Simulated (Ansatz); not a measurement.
Input (CCSDTQ/def2-SVP; Ansatz, a program for electronic structure):

Ansatz 0.2 input:
```yaml
crystal:
  periodic: [false, false, false]
  atoms:
    - {symbol: Cr, position_ang: [0.00000000, 0.00000000, 0.00000000]}
basis:
  gaussian:
    orbitals: def2-SVP
magnetization: {spin_polarized: true, initial_magnetization: 6}
correlation: {method: ccsdtq, electrons: outside_noble_gas}
scf: {lower_state_search: full}
```

Output:

```
Functional definition: HF
integrals: 0.01 GiB planned
322 factors; integrals over basis functions are off by at most 3.9e-8 eV
mean field: 0.07 GiB planned
mean field evaluation 1: about -28385.1459 eV, gradient 1.7e1 eV
mean field evaluation 2: about -28385.1632 eV, gradient 1.7e1 eV
mean field evaluation 4: about -28386.8178 eV, gradient 4.9e-1 eV
mean field evaluation 8: about -28386.8380 eV, gradient 1.1e-1 eV
mean field evaluation 16: about -28386.5663 eV, gradient 7.6e0 eV
mean field evaluation 32: about -28386.8383 eV, gradient 7.0e-2 eV
mean field evaluation 64: about -28376.4986 eV, gradient 4.0e0 eV
mean field evaluation 96: about -28381.7421 eV, gradient 1.8e1 eV
mean field evaluation 128: about -28383.6602 eV, gradient 2.1e-1 eV
mean field -28386.83845599 eV, -1043.1970719675 hartree, gradient 7.8e-7 eV, S^2 12.000015; 6 other end points of the search recorded, 0 dependent functions left out
determinant -28386.83845599 eV, -1043.1970719675 hartree, with singles and doubles -28388.45634969 eV, -1043.2565284643 hartree
determinant -28383.68273204 eV, -1043.0811012513 hartree, with singles and doubles -28384.64805481 eV, -1043.1165762089 hartree
9 core orbitals not correlated
reference -28386.83845599 eV, -1043.1970719675 hartree; 6, 0 occupied and 16, 22 virtual orbitals, 322 factors
second order -1.47855656 eV of doubles, -0.00000000 eV of singles
coupled cluster: 0.11 GiB planned
cycle   1  -1.59219875 eV  change   -1.1e-1 eV  update   3.2e-2
cycle   2  -1.64156506 eV  change   -4.9e-2 eV  update   1.3e-2
cycle   3  -1.65779957 eV  change   -1.6e-2 eV  update   5.8e-3
cycle   4  -1.66004799 eV  change   -2.2e-3 eV  update   2.0e-3
cycle   5  -1.65938314 eV  change    6.6e-4 eV  update   4.3e-4
cycle   6  -1.65946791 eV  change   -8.5e-5 eV  update   2.1e-4
cycle   7  -1.65950328 eV  change   -3.5e-5 eV  update   8.0e-5
cycle   8  -1.65958438 eV  change   -8.1e-5 eV  update   3.3e-5
cycle   9  -1.65956068 eV  change    2.4e-5 eV  update   9.8e-6
cycle  10  -1.65956590 eV  change   -5.2e-6 eV  update   2.5e-6
cycle  11  -1.65956544 eV  change    4.6e-7 eV  update   3.6e-7
Total energy: -28388.49802143 eV, -1043.2580598725 hartree
```
